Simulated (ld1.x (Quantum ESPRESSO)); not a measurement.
# What one change does to a pseudopotential (Pm, TM semilocal)

Pm, norm-conserving Troullier–Martins (semilocal form), made with ld1.x (Quantum ESPRESSO) 7.5 (PBE, scalar-relativistic). Core [Xe] 4f4, reference 5d1 6s1.75 6p0.25. Waves: 6p (bound): rc 3.65 bohr; 5d (bound): rc 3.10 bohr; 6s (bound): rc 2.95 bohr. Local part: the s channel. Core correction: none.

Change: core [Kr], valence charge 25; reference 4d10 4f5 5s2 5p6 5d0 6s2 6p0; waves now 5s (bound): rc 1.75 bohr; 5p (bound): rc 2.00 bohr; 4f (bound): rc 1.15 bohr; 4d (bound): rc 0.65 bohr; local potential the d channel; core correction a·sin(br)/r model core inside 0.65 bohr (6s counted twice).

Cutoffs: the cutoffs (Ry, on a coarse ladder) from which the occupation-weighted sum of valence levels, in a spherical-Bessel basis at the reference potential, stays within 10 and 1 mRy of its value at 400 Ry; they do not see the model core or the augmentation charge, which bear on the density cutoff. Errors are all-electron minus pseudo energies relative to the spin-unpolarised reference configuration.

Q: What does the change do?

A: The number of tests that count goes from 7 to 6; neither file shows a bound ghost at the reference potential, the only one tested. In the semilocal form every listed channel keeps its own potential, so the choice of the local channel does not act on these tests. It acts once the file is put into the separable form. A semilocal file is local in each channel, so a ghost entry of none says nothing of the separable form that plane-wave codes build from it. In the changed file ld1.x takes every shell without a wave as core, so the model core holds the 6s electrons as well and exchange and correlation see them twice. This cancels in the reference configuration, but the file is broken for other ones, and its errors say nothing about a proper core correction. Several settings change at once here, so the effects cannot be laid on one of them.

```csv
quantity,base,changed
"cutoff, loose",12 Ry,over 300 Ry
"cutoff, tight",18 Ry,over 300 Ry
bound ghosts,none,none
"largest miss of a reference level, eV",0.00,0.12
"tests counted (converged, no solver errors)",7 of 7,6 of 7
```

Changed file: Tests not counted: 4d10 4f5 5s2 5p6 5d0 6s0 6p2 (solver errors, printed error -11.9 eV). These tests converged, but a pseudo level misses the all-electron one widely, so the file describes the atom poorly there or has found another state: 4d10 4f5 5s2 5p6 5d0 6s0 6p0: empty 6p by 6.7 eV; 4d10 4f4 5s2 5p6 5d0 6s0 6p0: empty 6p by 11.7 eV; 4d10 4f4 5s2 5p6 5d1 6s1 6p0: empty 6p by 3.9 eV; 4d10 4f5 5s1 5p6 5d0 6s2 6p0: empty 6p by 4.4 eV; 4d10 4f5 5s2 5p5 5d0 6s2 6p0: empty 6p by 4.4 eV.
